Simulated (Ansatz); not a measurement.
Ansatz (a program for electronic structure) input (MP2/def2-TZVP):

Ansatz 0.2 input:
```yaml
crystal:
  periodic: [false, false, false]
  atoms:
    - {symbol: Ge, position_ang: [-0.00000000, -0.00000000, -0.00000000]}
    - {symbol: H, position_ang: [0.01334437, -0.02292427, 1.72509255]}
    - {symbol: H, position_ang: [-0.01334437, 0.02292427, -1.72509255]}
    - {symbol: H, position_ang: [1.59004196, 0.02108846, -0.01201945]}
    - {symbol: H, position_ang: [-0.81314366, 1.36639026, 0.02444761]}
    - {symbol: H, position_ang: [-0.77689830, -1.38747872, -0.01242816]}
basis:
  gaussian:
    orbitals: def2-TZVP
total_charge: -1
magnetization: {spin_polarized: false}
correlation: {method: mp2, electrons: outside_noble_gas}
relax: {f_tol: 0.003, max_steps: 100}
```

End of the output:

```
mean field -56550.08660259 eV, -2078.1773516199 hartree, gradient 7.4e-7 eV, S^2 0.000000; 1 other end points of the search recorded, 0 dependent functions left out
14 core orbitals not correlated
reference -56550.08660259 eV, -2078.1773516199 hartree; 5, 5 occupied and 59, 59 virtual orbitals, 615 factors
densities: 0.11 GiB planned
second order -4.40275138 eV of doubles, -0.00000000 eV of singles
the calculation of the forces begins
Total energy: -56554.48935397 eV, -2078.3391497487 hartree
Atom 0 at     0.000000     0.000000    -0.000000 Å, force    -0.000000    -0.000000     0.000000 eV/Å
Atom 1 at     0.013226    -0.022721     1.709805 Å, force     0.000000    -0.000000     0.000021 eV/Å
Atom 2 at    -0.013226     0.022721    -1.709805 Å, force    -0.000000     0.000000    -0.000021 eV/Å
Atom 3 at     1.586610     0.021043    -0.011994 Å, force    -0.000013    -0.000000     0.000000 eV/Å
Atom 4 at    -0.811388     1.363441     0.024395 Å, force     0.000007    -0.000011    -0.000000 eV/Å
Atom 5 at    -0.775221    -1.384484    -0.012401 Å, force     0.000006     0.000011     0.000000 eV/Å
Dipole moment:     0.000000     0.000000    -0.000000 e Å
Checks for a lower state left out: cluster_reference
```
